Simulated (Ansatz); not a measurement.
# How methods differ on InH3 (SMILES [InH3])

The species is InH3 (4 atoms), meant as a singlet with charge 0. SMILES: `[InH3]`. The shape is that of a PBE0-D4/def2-TZVP optimisation.

```tsv
atom	x (Å)	y (Å)	z (Å)
In	0.0139	-0.0151	-0.0051
H	0.4155	1.5160	0.6782
H	-1.0956	-0.1073	-1.3214
H	0.7218	-1.4540	0.6280
```

Quantity: the energy change with the In1–H3 bond stretched from 1.724 to 2.155 Å, in eV. The values are calculated.

```
                     level                    kind  program  value (eV)
  BLYP/STO-3G (restricted)                     GGA   Ansatz        1.28
   PBE/STO-3G (restricted)                     GGA   Ansatz        1.28
revPBE/STO-3G (restricted)                     GGA   Ansatz           ?
 BHLYP/STO-3G (restricted)           global hybrid   Ansatz        1.43
 HSE06/STO-3G (restricted)  range-separated hybrid   Ansatz        1.34
   MP2/STO-3G (restricted)     perturbation theory   Ansatz        1.32
  CCSD/STO-3G (restricted)   coupled cluster or CI   Ansatz        1.16
                FCI/STO-3G      exact in the basis   Ansatz        1.15
```

**Question.** Estimate the missing values from the other rows.

**Answer.** As computed at these levels: revPBE/STO-3G (restricted): 1.23 eV. All-electron rows without a relativistic Hamiltonian named are non-relativistic. The first shape isn't each level's own minimum. The values span 1.15 to 1.43 eV. All rows use very small basis sets, so even the best lies far from the true value. In the correlated wave-function rows the outer d shell of In is correlated, in sets not made for it.
